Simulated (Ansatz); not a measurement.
**Energy profile**

The step: ZnNH₃O ([NH2][Zn][OH]) + H₂O → ZnH₂O₂ ([OH][Zn][OH]) + NH₃ (still joined by a long Zn–N bond); bonds formed: Zn1–O5, N2–H4; bonds broken: H4–O5; bonds weakened to dative contacts: Zn1–N2 (atoms numbered as in the saddle structure below).

```json
{"atom": "Zn1", "x (Å)": "-0.0938", "y (Å)": "-0.7644", "z (Å)": "-0.1359"}
{"atom": "N2", "x (Å)": "0.3890", "y (Å)": "0.9215", "z (Å)": "-1.0094"}
{"atom": "O3", "x (Å)": "-0.5382", "y (Å)": "-2.5015", "z (Å)": "-0.1220"}
{"atom": "H4", "x (Å)": "0.2709", "y (Å)": "1.1872", "z (Å)": "0.2805"}
{"atom": "O5", "x (Å)": "0.1294", "y (Å)": "0.6502", "z (Å)": "1.3395"}
{"atom": "H6", "x (Å)": "1.3064", "y (Å)": "1.0188", "z (Å)": "-1.4230"}
{"atom": "H7", "x (Å)": "-0.2809", "y (Å)": "1.3363", "z (Å)": "-1.6429"}
{"atom": "H8", "x (Å)": "-0.6614", "y (Å)": "-2.8476", "z (Å)": "0.7637"}
{"atom": "H9", "x (Å)": "-0.5214", "y (Å)": "0.9997", "z (Å)": "1.9495"}
```

Electronic energies by CCSD(T) at an estimated basis limit (MP2 extrapolated from triple and quadruple zeta, plus CCSD(T) − MP2 in triple zeta), on PBE0-D4/def2-TZVP structures; ZnNH5O2, singlet; no counterpoise correction. Ansatz 0.2.0; basis: def2-TZVPP and def2-QZVPP; cores frozen in the correlated methods. The 3s and 3p shells of Cu and Zn are frozen; filled d shells are correlated. Extrapolation: Hartree–Fock as exp(−7.88 √X), correlation as X^−2.97.

**Question.** Give the profile in eV, counted from the separated reactants. (Judge from chemistry; the value comes from the calculation.)

**Answer.** Computed:
```csv
point,eV
"separated: ZnNH3O (linked as [NH2][Zn][OH]; Zn1, N2, O3, H6, H7, H8; singlet) + H2O (H4, O5, H9; singlet)",0.000
start structure,-0.452
saddle,-0.181
end structure,-1.082
"separated: ZnH2O2 (linked as [OH][Zn][OH]; Zn1, O3, O5, H8, H9; singlet) + NH3 (N2, H4, H6, H7; singlet)",-0.212
```
The saddle lies below the separated reactants: the barrier is submerged.

T1 diagnostic: at most 0.018.

The step is the kind of ligand exchange by which a precursor binds to a hydroxyl group, or is hydrolysed, in atomic layer deposition of oxides.

For scale, one of the runs: CCSD(T)/def2-TZVPP, 227 basis functions, launched by `ansatz run in.yaml --threads 8 --pin off --events-out ev --progress --plain --max-ram 19148MiB`. The run took 34 s on 8 CPU threads of an Intel Xeon Platinum 8375C (shared host), with 4 GiB of host memory at its peak.
